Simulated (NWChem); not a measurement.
System: TiHOCl$_{2}$ cation; SMILES [Ti+]([Cl])([Cl])[OH]

NWChem input:

```
start job
memory heap 200 mb stack 900 mb global 1100 mb
charge 1
geometry units angstroms noautoz
  Ti     0.353125    -0.000707     0.385642
  Cl    -0.730691    -1.734903    -0.139074
  Cl    -0.726983     1.735308    -0.140719
  O      1.868399    -0.002687    -0.350994
  H      2.602409    -0.004172    -0.992221
end
basis spherical
  * library def2-svp
end
dft
  xc xpbe96 cpbe96
  grid xcoarse
  iterations 150
  mulliken
end
task dft gradient
```

Parts of the log:

```
             Northwest Computational Chemistry Package (NWChem) 7.3.0
             --------------------------------------------------------

 CS  symmetry detected

                             Geometry "geometry" -> ""
                             -------------------------

 Output coordinates in angstroms (scale by  1.889725989 to convert to a.u.)

  No.       Tag          Charge          X              Y              Z
 ---- ---------------- ---------- -------------- -------------- --------------
    1 Ti                  22.0000     0.34615387     0.38559110     0.00000000
    2 Cl                  17.0000    -0.73757711    -0.13629058    -1.73510669
    3 Cl                  17.0000    -0.73757711    -0.13629058     1.73510669
    4 O                    8.0000     1.85893279    -0.35615801     0.00000000
    5 H                    1.0000     2.59077428    -0.99986044     0.00000000

 Effective nuclear repulsion energy (a.u.)     346.2360372178

      Symmetry information
      --------------------

 Group name             Cs
 Group number              2
 Group order               2
 No. of unique centers     4

  pbe96 is a nonlocal functional; adding pw91lda local functional.

                                 NWChem DFT Module
                                 -----------------

 Summary of "ao basis" -> "ao basis" (spherical)
 ------------------------------------------------------------------------------
       Tag                 Description            Shells   Functions and Types
 ---------------- ------------------------------  ------  ---------------------
 Ti                         def2-svp                11       31   5s3p2d1f
 Cl                         def2-svp                 8       18   4s3p1d
 O                          def2-svp                 6       14   3s2p1d
 H                          def2-svp                 3        5   2s1p

      Symmetry analysis of basis
      --------------------------

        a'         53
        a"         33

            General Information
            -------------------
          SCF calculation type: DFT
          Wavefunction type:  closed shell.
          No. of atoms     :     5
          No. of electrons :    64
           Alpha electrons :    32
            Beta electrons :    32
          Charge           :     1
          Spin multiplicity:     1
          Use of symmetry is: on ; symmetry adaption is: on
          Maximum number of iterations: 150
          AO basis - number of functions:    86
                     number of shells:    36
          Convergence on energy requested:  1.00D-06
          Convergence on density requested:  1.00D-05
          Convergence on gradient requested:  5.00D-04

              XC Information
              --------------
          PerdewBurkeErnzerhof Exchange Functional  1.000
            Perdew 1991 LDA Correlation Functional  1.000 local
           PerdewBurkeErnz. Correlation Functional  1.000 non-local

             Grid Information
             ----------------
          Grid used for XC integration:  xcoarse
          Radial quadrature: Mura-Knowles
          Angular quadrature: Lebedev.
          Tag              B.-S. Rad. Rad. Pts. Rad. Cut. Ang. Pts.
          ---              ---------- --------- --------- ---------
          Ti                  1.40       75           8.0       194
          Cl                  1.00       42          10.0       194
          O                   0.60       21           8.0       194
          H                   0.35       21          10.0       194
          Grid pruning is: on
          Number of quadrature shells:   159
          Spatial weights used:  Erf1

      Superposition of Atomic Density Guess
      -------------------------------------

 Sum of atomic energies:       -1842.09601786

 Renormalizing density from      65.00 to     64

      Non-variational initial energy
      ------------------------------

 Total energy =   -1824.505694
 1-e energy   =   -3175.864517
 2-e energy   =    1005.122786
 HOMO         =      -0.753786
 LUMO         =      -0.357261

      Symmetry analysis of molecular orbitals - initial
      -------------------------------------------------

  Numbering of irreducible representations:

     1 a'          2 a"

  Orbital symmetries:

     1 a'          2 a'          3 a"          4 a'          5 a'
     6 a'          7 a"          8 a'          9 a'         10 a"
    11 a'         12 a"         13 a'         14 a"         15 a'
    16 a"         17 a'         18 a'         19 a"         20 a'
    21 a'         22 a'         23 a"         24 a'         25 a"
    26 a'         27 a'         28 a"         29 a'         30 a'
    31 a"         32 a"         33 a'         34 a"         35 a'
    36 a"         37 a'         38 a'         39 a'         40 a'
    41 a'         42 a"

     ---------------------------------------------
      Total Density - Mulliken Population Analysis
     ---------------------------------------------

    Atom       Charge   Shell Charges
 -----------   ------   -------------------------------------------------------
    1 Ti  22    19.53   2.00  2.00  2.01  0.24 -0.01  6.00  6.04  0.24  0.47  0.49  0.05
    2 Cl  17    17.48   2.00  2.00  1.33  0.60  5.96  2.47  3.10  0.02
    3 Cl  17    17.48   2.00  2.00  1.33  0.60  5.96  2.47  3.10  0.02
    4 O    8     8.97   1.99  1.15  0.63  3.34  1.86  0.00
    5 H    1     0.55   0.45  0.05  0.05

   convergence    iter        energy       DeltaE   RMS-Dens  Diis-err
 ---------------- ----- ----------------- --------- --------- ---------
 d= 0,ls=0.0,diis     1  -1843.9334898645 -2.19D+03  6.66D-02  3.53D+00
 d= 0,ls=0.0,diis     2  -1824.1581854750  1.98D+01  5.40D-02  1.14D+02
 d= 0,ls=0.0,diis     3  -1843.5237275300 -1.94D+01  7.75D-03  1.03D+01
 d= 0,ls=0.0,diis     4  -1843.1504184805  3.73D-01  6.59D-03  1.42D+01
 d= 0,ls=0.0,diis     5  -1842.3525126346  7.98D-01  1.85D-03  2.33D+01
 d= 0,ls=0.0,diis     6  -1841.9544869104  3.98D-01  1.87D-02  2.81D+01
 d= 0,ls=0.0,diis     7  -1844.3195797319 -2.37D+00  8.33D-03  1.35D+00
 d= 0,ls=0.0,diis     8  -1844.4289538836 -1.09D-01  3.57D-03  2.48D-01
  Resetting Diis
 d= 0,ls=0.0,diis     9  -1844.4606730939 -3.17D-02  7.10D-04  1.74D-02
 d= 0,ls=0.0,diis    10  -1844.4628201551 -2.15D-03  4.78D-04  3.54D-04
 d= 0,ls=0.0,diis    11  -1844.4621374353  6.83D-04  4.62D-04  6.49D-03
 d= 0,ls=0.0,diis    12  -1844.4628057279 -6.68D-04  1.65D-04  3.75D-04
 d= 0,ls=0.0,diis    13  -1844.4628504629 -4.47D-05  5.02D-05  5.24D-05
 d= 0,ls=0.0,diis    14  -1844.4628576658 -7.20D-06  1.97D-06  1.37D-07
 d= 0,ls=0.0,diis    15  -1844.4628576796 -1.38D-08  6.35D-07  1.41D-08

         Total DFT energy =    -1844.462857679566
      One electron energy =    -3214.205630243056
           Coulomb energy =     1130.107814011620
    Exchange-Corr. energy =     -106.601078665894
 Nuclear repulsion energy =      346.236037217765

 Numeric. integr. density =       64.001302190412

                  Occupations of the irreducible representations
                  ----------------------------------------------

                     irrep           alpha         beta
                     --------     --------     --------
                     a'               20.0         20.0
                     a"               12.0         12.0

                       DFT Final Molecular Orbital Analysis
                       ------------------------------------

 Vector   30  Occ=2.000000D+00  E=-5.123788D-01  Symmetry=a'
              MO Center= -5.7D-01, -7.6D-02,  6.6D-13, r^2= 3.9D+00
   Bfn.  Coefficient  Atom+Function         Bfn.  Coefficient  Atom+Function
  ----- ------------  ---------------      ----- ------------  ---------------
    43      0.314836  2 Cl py                61      0.314836  3 Cl py
    40      0.255843  2 Cl py                58      0.255843  3 Cl py
    42     -0.226763  2 Cl px                60     -0.226763  3 Cl px
    39     -0.186720  2 Cl px                57     -0.186720  3 Cl px
    37      0.147099  2 Cl py                55      0.147099  3 Cl py

 Vector   31  Occ=2.000000D+00  E=-5.091094D-01  Symmetry=a"
              MO Center= -3.4D-01, -8.2D-02, -1.0D-12, r^2= 4.2D+00
   Bfn.  Coefficient  Atom+Function         Bfn.  Coefficient  Atom+Function
  ----- ------------  ---------------      ----- ------------  ---------------
    43      0.388031  2 Cl py                61     -0.388031  3 Cl py
    40      0.312706  2 Cl py                58     -0.312706  3 Cl py
    73     -0.224783  4 O  pz                37      0.179803  2 Cl py
    55     -0.179803  3 Cl py                76     -0.161252  4 O  pz
    16     -0.153812  1 Ti d -1              14     -0.118732  1 Ti pz

 Vector   32  Occ=2.000000D+00  E=-4.893699D-01  Symmetry=a"
              MO Center= -4.8D-01, -1.4D-01, -1.2D-13, r^2= 4.3D+00
   Bfn.  Coefficient  Atom+Function         Bfn.  Coefficient  Atom+Function
  ----- ------------  ---------------      ----- ------------  ---------------
    42      0.373178  2 Cl px                60     -0.373178  3 Cl px
    39      0.296783  2 Cl px                57     -0.296783  3 Cl px
    44     -0.210938  2 Cl pz                62     -0.210938  3 Cl pz
    73      0.207632  4 O  pz                36      0.169722  2 Cl px
    41     -0.169587  2 Cl pz                54     -0.169722  3 Cl px

 Vector   33  Occ=0.000000D+00  E=-3.855992D-01  Symmetry=a'
              MO Center=  3.2D-01,  4.9D-01,  2.8D-14, r^2= 1.6D+00
   Bfn.  Coefficient  Atom+Function         Bfn.  Coefficient  Atom+Function
  ----- ------------  ---------------      ----- ------------  ---------------
    19      0.537677  1 Ti d  2              17      0.423700  1 Ti d  0
     4     -0.341395  1 Ti s                 15     -0.274349  1 Ti d -2
    24      0.225896  1 Ti d  2               3      0.194609  1 Ti s
    22      0.173446  1 Ti d  0              43     -0.142965  2 Cl py
    61     -0.142965  3 Cl py                20     -0.118215  1 Ti d -2

 Vector   34  Occ=0.000000D+00  E=-3.687092D-01  Symmetry=a"
              MO Center=  1.6D-01,  3.4D-01,  5.1D-14, r^2= 1.9D+00
   Bfn.  Coefficient  Atom+Function         Bfn.  Coefficient  Atom+Function
  ----- ------------  ---------------      ----- ------------  ---------------
    16      0.746073  1 Ti d -1              21      0.304636  1 Ti d -1
    43      0.191065  2 Cl py                61     -0.191065  3 Cl py
    14      0.161594  1 Ti pz                40      0.132515  2 Cl py
    58     -0.132515  3 Cl py                44     -0.115668  2 Cl pz
    62     -0.115668  3 Cl pz                73      0.105979  4 O  pz

 Vector   35  Occ=0.000000D+00  E=-3.573416D-01  Symmetry=a'
              MO Center=  3.9D-01,  2.8D-01,  2.9D-14, r^2= 1.7D+00
   Bfn.  Coefficient  Atom+Function         Bfn.  Coefficient  Atom+Function
  ----- ------------  ---------------      ----- ------------  ---------------
    15      0.533126  1 Ti d -2              19      0.473427  1 Ti d  2
    17     -0.265701  1 Ti d  0              20      0.219816  1 Ti d -2
    72     -0.199200  4 O  py                24      0.190320  1 Ti d  2
    75     -0.172433  4 O  py                71     -0.152235  4 O  px
    74     -0.135889  4 O  px                42      0.117800  2 Cl px

     ---------------------------------------------
      Total Density - Mulliken Population Analysis
     ---------------------------------------------

    Atom       Charge   Shell Charges
 -----------   ------   -------------------------------------------------------
    1 Ti  22    21.05   2.00  2.00  2.00  0.21 -0.03  6.00  6.02  0.42  1.48  0.91  0.05
    2 Cl  17    16.96   2.00  1.98  1.31  0.65  5.93  2.15  2.92  0.02
    3 Cl  17    16.96   2.00  1.98  1.31  0.65  5.93  2.15  2.92  0.02
    4 O    8     8.30   1.99  1.08  0.66  2.87  1.69  0.00
    5 H    1     0.72   0.62  0.03  0.07

     -------------------------------------------
      Total Density - Lowdin Population Analysis
     -------------------------------------------

    Atom       Charge   Shell Charges
 -----------   ------   -------------------------------------------------------
    1 Ti  22    21.84   2.00  2.00  1.89  0.28  0.07  5.99  5.82  0.85  1.34  1.48  0.11
    2 Cl  17    16.69   2.00  1.96  1.05  0.75  5.82  2.23  2.87  0.02
    3 Cl  17    16.69   2.00  1.96  1.05  0.75  5.82  2.23  2.87  0.02
    4 O    8     7.93   1.97  0.87  0.56  2.69  1.83  0.01
    5 H    1     0.84   0.52  0.15  0.17

     Multipole analysis of the density
     ---------------------------------

     L   x y z        total         alpha         beta         nuclear
     -   - - -        -----         -----         ----         -------
     0   0 0 0      1.000000    -32.000000    -32.000000     65.000000

     1   1 0 0      1.391035      0.695517      0.695517     -0.000000
     1   0 1 0      0.666553      0.333277      0.333277      0.000000
     1   0 0 1     -0.000000     -0.000000     -0.000000      0.000000

     2   2 0 0    -24.359990   -111.259058   -111.259058    198.158127
     2   1 1 0     -1.897671      1.787912      1.787912     -5.473495
     2   1 0 1      0.000000      0.000000      0.000000      0.000000
     2   0 2 0    -26.896214    -24.013162    -24.013162     21.130109
     2   0 1 1      0.000000      0.000000      0.000000      0.000000
     2   0 0 2    -29.496822   -197.515906   -197.515906    365.534990

            General Information
            -------------------
          SCF calculation type: DFT
          Wavefunction type:  closed shell.
          No. of atoms     :     5
          No. of electrons :    64
           Alpha electrons :    32
            Beta electrons :    32
          Charge           :     1
          Spin multiplicity:     1
          Use of symmetry is: on ; symmetry adaption is: on
          Maximum number of iterations: 150
          AO basis - number of functions:    86
                     number of shells:    36
          Convergence on energy requested:  1.00D-06
          Convergence on density requested:  1.00D-05
          Convergence on gradient requested:  5.00D-04

              XC Information
              --------------
          PerdewBurkeErnzerhof Exchange Functional  1.000
            Perdew 1991 LDA Correlation Functional  1.000 local
           PerdewBurkeErnz. Correlation Functional  1.000 non-local

             Grid Information
             ----------------
          Grid used for XC integration:  xcoarse
          Radial quadrature: Mura-Knowles
          Angular quadrature: Lebedev.
          Tag              B.-S. Rad. Rad. Pts. Rad. Cut. Ang. Pts.
          ---              ---------- --------- --------- ---------
          Ti                  1.40       75           8.0       194
          Cl                  1.00       42          10.0       194
          O                   0.60       21           8.0       194
          H                   0.35       21          10.0       194
          Grid pruning is: on
          Number of quadrature shells:   159
          Spatial weights used:  Erf1

[...]

                         DFT ENERGY GRADIENTS

    atom               coordinates                        gradient
                 x          y          z           x          y          z
   1 Ti      0.654136   0.728662   0.000000    0.007717  -0.014197   0.000000
   2 Cl     -1.393819  -0.257552  -3.278876    0.004371   0.002728   0.006926
   3 Cl     -1.393819  -0.257552   3.278876    0.004371   0.002728  -0.006926
   4 O       3.512874  -0.673041   0.000000   -0.010277   0.002854   0.000000
   5 H       4.895853  -1.889462   0.000000   -0.006182   0.005888   0.000000
```

Level: PBE/def2-SVP. The geometry was optimised at PBE0/def2-SVP. This spin state was assumed; another may lie lower.
